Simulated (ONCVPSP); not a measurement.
## Transferability test, ONCV potential for Fe

ONCVPSP 4.0.1 input, shortened (lines: element, Z, core and valence counts, functional; n l f; lmax; l rc ep ncon nbas qcut; lloc lpopt rc5 dvloc0; l nproj debl; icmod fcfact rcfact), LDA (Perdew-Zunger), scalar-relativistic:

```
  Fe 26.00    3    4        3      upf
    1    0    2.00
    2    0    2.00
    2    1    6.00
    3    0    2.00
    3    1    6.00
    3    2    6.00
    4    0    1.00
    2
    0    1.55    0.00    3    7   10.10
    1    0.80    0.00    4    8   10.80
    2    1.35    0.00    3    8   13.80
    4    5    0.70    6.00
    0    2    3.50
    1    2    0.40
    2    2    3.70
    1    0.65    0.00
```

In the p channel the program set the typed energies aside and used -2.519, 0.250 Ha.

Energies are relative to the spin-unpolarised reference configuration 3s2 3p6 3d6 4s1; without spin polarisation the order of configurations can differ from experiment.

| valence configuration | charge | ΔE all-electron (eV) | error AE − PS (meV) |
| --- | --- | --- | --- |
| 3s2 3p6 3d6 4s2 | 0 | -8.981 | +1.3 |
| 3s2 3p6 3d6 4s0 | +2 | 16.492 | -0.5 |
| 3s2 3p6 3d5 4s0 | +3 | 51.021 | +8.1 |

(1) What are ΔE and the potential's error for 3s2 3p6 3d6 4s1.5?

## Answers

(1) ΔE = -5.385 eV all-electron; the error (AE − PS) is +0.6 meV.
